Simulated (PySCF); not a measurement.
**Basis-set dependence of population analyses: `N[Si@H]1CCC[SiH2]1`**

C₃H₁₁NSi₂.
Structure used (PBE0-D3(BJ)/def2-SVP), in Å, numbered top down from 1:
```xyz
17
C3H11NSi2 angstrom
N      2.0396   -0.2726    0.9341
Si     1.1435   -0.0005   -0.5341
C     -0.2005   -1.3305   -0.7109
C     -1.3811   -0.9314    0.1862
C     -1.8904    0.4806   -0.1424
Si    -0.4183    1.6990   -0.1289
H      2.6846   -1.0542    0.9941
H      2.4155    0.5292    1.4278
H      1.9756    0.0890   -1.7826
H      0.1819   -2.3323   -0.4525
H     -0.5207   -1.3763   -1.7676
H     -2.2028   -1.6634    0.1000
H     -1.0509   -0.9650    1.2400
H     -2.6981    0.7919    0.5387
H     -2.3158    0.4936   -1.1620
H     -0.5639    2.7827   -1.1504
H     -0.2339    2.3439    1.2120
```

PBE0 throughout (PySCF), one geometry, spherical d and f functions. Isolated species at its PBE0-D3(BJ)/def2-SVP geometry (one conformer only). Atoms taken as equivalent share a column and are averaged. The first 7 of 16 kinds of atom are listed.

Mulliken charges (e):

| basis | functions | N1 | Si2 | C3 | C4 | C5 | Si6 | H7/H8 |
| --- | --- | --- | --- | --- | --- | --- | --- | --- |
| STO-3G | 49 | -0.587 | +0.595 | -0.302 | -0.146 | -0.294 | +0.406 | +0.161 |
| 6-31G | 84 | -1.000 | +0.737 | -0.619 | -0.307 | -0.617 | +0.393 | +0.326 |
| pcSseg-0 | 84 | -1.035 | +0.887 | -0.945 | -0.469 | -0.931 | +0.412 | +0.320 |
| 6-31G* | 114 | -0.924 | +0.547 | -0.544 | -0.342 | -0.540 | +0.219 | +0.346 |
| def2-SVP | 147 | -0.410 | +0.400 | -0.286 | -0.074 | -0.291 | +0.228 | +0.136 |
| cc-pVDZ | 147 | -0.316 | +0.318 | -0.195 | -0.079 | -0.189 | +0.130 | +0.107 |
| pcSseg-1 | 171 | -0.648 | +0.612 | -0.521 | -0.247 | -0.510 | +0.302 | +0.195 |
| 6-311+G(2d,p) | 244 | -0.869 | +0.823 | -0.631 | -0.187 | -0.510 | +0.186 | +0.235 |
| aug-cc-pVDZ | 245 | -0.301 | +0.398 | +0.355 | +0.500 | +0.336 | -0.781 | -0.055 |
| def2-TZVP | 264 | -0.627 | +0.280 | -0.320 | -0.157 | -0.344 | +0.084 | +0.240 |

IAO charges (e):

| basis | functions | N1 | Si2 | C3 | C4 | C5 | Si6 | H7/H8 |
| --- | --- | --- | --- | --- | --- | --- | --- | --- |
| STO-3G | 49 | -0.686 | +0.686 | -0.500 | -0.255 | -0.499 | +0.488 | +0.189 |
| 6-31G | 84 | -0.807 | +0.631 | -0.524 | -0.249 | -0.501 | +0.304 | +0.263 |
| pcSseg-0 | 84 | -0.775 | +0.643 | -0.540 | -0.255 | -0.513 | +0.285 | +0.249 |
| 6-31G* | 114 | -0.825 | +0.723 | -0.533 | -0.236 | -0.510 | +0.390 | +0.259 |
| def2-SVP | 147 | -0.810 | +0.727 | -0.531 | -0.232 | -0.509 | +0.399 | +0.254 |
| cc-pVDZ | 147 | -0.818 | +0.718 | -0.532 | -0.237 | -0.511 | +0.388 | +0.258 |
| pcSseg-1 | 171 | -0.828 | +0.734 | -0.539 | -0.238 | -0.517 | +0.402 | +0.258 |
| 6-311+G(2d,p) | 244 | -0.860 | +0.748 | -0.549 | -0.246 | -0.527 | +0.413 | +0.269 |
| aug-cc-pVDZ | 245 | -0.850 | +0.723 | -0.540 | -0.244 | -0.517 | +0.391 | +0.269 |
| def2-TZVP | 264 | -0.858 | +0.757 | -0.553 | -0.245 | -0.530 | +0.417 | +0.268 |

Question: Which scheme is steadiest as the basis changes?

Answer: Largest range over the bases for any column: IAO 0.20 e, Mulliken 1.30 e. IAO charges move least and Mulliken charges most, counted in e. Without the minimal STO-3G basis the ranges are IAO 0.13, Mulliken 1.30 e.

Question: How much do the charges still move between the two largest bases, aug-cc-pVDZ and def2-TZVP?

Answer: At most, over all atoms: Mulliken 0.865 e, IAO 0.034 e.

Question: What do the same runs give for the total energy, the frontier levels and the dipole moment?

Answer: 
```
        basis  energy (Eh)  HOMO (eV)  LUMO (eV)  μ (D)
       STO-3G    -745.4535      -3.44       6.29   1.30
        6-31G    -754.1100      -6.76       0.78   0.98
     pcSseg-0    -753.1724      -6.86       0.64   1.12
       6-31G*    -754.2091      -6.95       0.62   1.13
     def2-SVP    -753.9454      -7.04       0.57   1.14
      cc-pVDZ    -754.2539      -6.98       0.60   1.12
     pcSseg-1    -754.2113      -7.20       0.35   1.06
6-311+G(2d,p)    -754.3260      -7.20      -0.14   0.96
  aug-cc-pVDZ    -754.2721      -7.17      -0.23   0.94
    def2-TZVP    -754.3406      -7.16       0.17   1.04
```

The dipole is fixed by the density alone, so its range of 0.36 D shows that the density itself changes with the basis, not only its division among atoms.
